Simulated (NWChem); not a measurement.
# hydrogen iodide (HI); SMILES I

```xyz
2

I      0.0000     0.0000     0.0520
H      0.0000     0.0000    -1.5652
```
Atoms are numbered in this order, from 1.

Results from NWChem. Geometry: optimised at PBE0/def2-SVP. def2 effective core potentials on I; no spin-orbit coupling. B3LYP is NWChem's, with the RPA form of VWN correlation. Vertical excitations in the gas phase; the lowest state need not have the same character in each row.

```
level                    lowest excitation, singlet (eV)  oscillator strength of that lowest state  lowest state with f > 0.02, singlet (eV)  oscillator strength of that bright state  orbital gap (eV)
-----------------------  -------------------------------  ----------------------------------------  ----------------------------------------  ----------------------------------------  ----------------
PBE/def2-SVP, TDA                                   5.40                                     0.000                                     11.00                                     0.949              5.01
B3LYP/def2-SVP, TDA                                    ?                                     0.000                                     11.06                                         ?                 ?
LRC-wPBEh/def2-SVP, TDA                             5.67                                     0.001                                     11.13                                     0.977             10.71
PBE0/def2-SVP, TDA                                  5.62                                     0.001                                     11.11                                     0.983              7.11
```

Q: Some entries are withheld; supply them.

A: 
- B3LYP/def2-SVP, TDA, lowest excitation, singlet (eV): 5.47
- B3LYP/def2-SVP, TDA, oscillator strength of that bright state: 0.991
- B3LYP/def2-SVP, TDA, orbital gap (eV): 6.57
